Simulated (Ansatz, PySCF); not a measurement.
This PySCF input computes a SVWN5/def2-TZVPD energy:

```python
from pyscf import gto, scf, dft

mol = gto.M(
    atom='''
    C     0.02588439    0.01144456   -1.23030756
    C     0.01695385    0.00512397    0.11335967
    C     0.11826473    0.03420598    1.38645749
    H    -0.96661781   -0.30464710   -1.61705762
    ''',
    basis='def2-tzvpd',
    charge=-1,
    spin=0,
    verbose=4,
)

mf = dft.RKS(mol, xc='svwn').density_fit(auxbasis='def2-universal-jkfit')
mf.grids.level = 3
mf.conv_tol = 1e-9
mf.max_cycle = 100
mf.max_memory = 1500
mf.kernel()
if not mf.converged:
    mf = mf.newton()
    mf.kernel(mf.make_rdm1())
mf.analyze()
```

**Question.** Write an input for the same energy in Ansatz (a first-principles code) and say what it gives.

**Answer.** 
Ansatz 0.2 input:
```yaml
crystal:
  periodic: [false, false, false]
  atoms:
    - {symbol: C, position_ang: [0.02588439, 0.01144456, -1.23030756]}
    - {symbol: C, position_ang: [0.01695385, 0.00512397, 0.11335967]}
    - {symbol: C, position_ang: [0.11826473, 0.03420598, 1.38645749]}
    - {symbol: H, position_ang: [-0.96661781, -0.30464710, -1.61705762]}
basis:
  gaussian:
    orbitals: def2-TZVPD
hamiltonian:
  xc: {name: SVWN5}
total_charge: -1
output: {forces: true}
```
It gives -113.70867 Eh, and PySCF -113.70870 Eh, a difference of 0.03 mEh, from the treatment of integrals and grids.

It need not be the lowest isomer of its formula.
